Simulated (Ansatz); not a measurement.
`C=C[CH2][GaH][Cl]`, charge 0, multiplicity 1.

Q: Give a relaxed structure at PBE0-D4/def2-TZVP (Ansatz 0.2.0). (Estimate.)

A: Computed: 
Z-matrix (Å, degrees):
```
C
C 1 1.489
Ga 1 1.971 2 99.7
H 1 1.089 2 112.6 3 119.9
H 1 1.090 2 112.7 3 -114.7
C 2 1.333 1 125.6 3 84.5
H 2 1.089 1 116.1 3 -91.6
Cl 3 2.159 1 114.2 2 -101.3
H 3 1.558 1 129.8 2 70.8
H 6 1.086 2 121.6 1 3.4
H 6 1.083 2 121.2 1 -177.4
```
This is one stationary point; other conformers may exist.
